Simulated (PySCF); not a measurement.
Compound: C₅F₂N (doublet state).
Geometry (GFN2-xTB, Å), atoms numbered from 1 in this order:
```
atom  x, y, z in Å
N1    -2.9295   -0.6201   -0.6727
C2    -1.9445   -0.1745   -0.2842
C3    -0.7454    0.3645    0.1997
F4    -0.8194    1.5503    0.8363
C5     0.4595   -0.2465    0.0448
C6     1.3157   -1.4070   -0.1546
C7     1.8560   -0.1598   -0.0426
F8     2.8166    0.7027    0.0488
```

As a line formula: `N#C/C(F)=C1[C]=C\1F` [radical].

Method: PySCF, UKS B3LYP, pcH-1 on C F N, non-relativistic, mean-field spin-orbit, GIAO. Geometry: GFN2-xTB; no solvent, vibrations or thermal averaging. A GFN2-xTB geometry isn't a minimum of the functional, and hyperfine couplings can be far from their values at a DFT geometry. The frame is twisted about the C3–C5 bond at this geometry (dihedral F4–C3–C5–C7 = -25°); couplings at other torsion angles weren't computed. No stability test was run, so a lower SCF solution isn't excluded. ⟨S²⟩ is 0.775 where a pure state has 0.75.

Q: Match the computed a_iso(13C) values +88.6, +40.1, -33.7, -30.9, +8.9 MHz with the sites C2; C3; C5; C6; C7.

A: 
```
site  a_iso (MHz)  ρ(0) (bohr⁻³)                 position  distance from C3 (Å)  spin population  largest |T| (MHz)
  C2        -33.7        -0.0300           1 bond from C3                  1.40            -0.12               13.7
  C3        +40.1        +0.0356  largest spin population                  0.00            +0.47               88.7
  C5        -30.9        -0.0275           1 bond from C3                  1.36            -0.02               27.0
  C6        +88.6        +0.0788          2 bonds from C3                  2.74            +0.22               61.0
  C7         +8.9        +0.0080          2 bonds from C3                  2.66            +0.16               34.3
```

Q: Match the computed a_iso(19F) values +115.2, +57.7 MHz with the sites F4; F8.

A: 
```json
{"site": "F4", "a_iso (MHz)": "+115.2", "ρ(0) (bohr⁻³)": "+0.0274", "position": "1 bond from C3", "distance from C3 (Å)": "1.35", "bound to": "C3", "spin population there": "+0.47", "largest |T| (MHz)": "334.8"}
{"site": "F8", "a_iso (MHz)": "+57.7", "ρ(0) (bohr⁻³)": "+0.0137", "position": "3 bonds from C3", "distance from C3 (Å)": "3.58", "bound to": "C7", "spin population there": "+0.16", "largest |T| (MHz)": "136.9"}
```

ρ(0) is the spin density at the nucleus and T the dipolar tensor. The largest Mulliken spin populations are on C3 (+0.47), C6 (+0.22), N1 (+0.22) and C7 (+0.16). Four atoms exceed +0.15.

The SMILES `N#C/C(F)=C1[C]=C\1F` draws the unpaired electron on C6, whose computed spin population is only +0.22.

On one thread of an Arm Neoverse V2, shared host with 192 logical CPUs at a one-minute load of 90, this took 27 s (with the writing of density and orbital grids) and 0.67 GiB of memory at its peak.
